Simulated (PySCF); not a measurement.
C₆ coefficients of unlike pairs at PBE0

Calculated with PySCF 2.14 from the dipole response of each species, C₆(A,B) = (3/π) ∫ α_A(iu) α_B(iu) du, in atomic units, from isotropic polarisabilities. For ions this is the dispersion term alone; charge-induced terms of lower order in 1/R come first.

```
species           configuration                                                                 basis      relativity  α (bohr³)  C₆ (like pair)
   Te²⁺  [Kr] 4d10 5s2 5p2 (3P)  def2-QZVPPD with the def2 core potential (28 electrons) (8s7p5d4f1g)  core potential      14.94           100.4
      B       [He] 2s2 2p1 (2P)                                                def2-TZVPPD (6s3p3d1f)            none      22.13           107.0
     Cl       [Ne] 3s2 3p5 (2P)                                            aug-cc-pCVTZ-DK (8s7p5d3f)   spin-free X2C      14.63           93.21
    Kr⁺  [Ar] 3d10 4s2 4p5 (2P)                                             def2-QZVPPD (12s8p5d4f1g)            none      10.84           67.00
```

Estimate C₆ for Kr⁺ with Cl.

The integral gives 78.37. The combination rule 2 C_A C_B / (C_A α_B/α_A + C_B α_A/α_B) gives 78.31 and the geometric mean 79.03.

No spin-orbit coupling is included.

The other pairs:

```json
{"pair": "Cl, B", "C₆": "94.94"}
{"pair": "Cl, Te²⁺", "C₆": "96.44"}
{"pair": "B, Te²⁺", "C₆": "97.48"}
{"pair": "Kr⁺, Te²⁺", "C₆": "81.62"}
{"pair": "Kr⁺, B", "C₆": "76.85"}
```
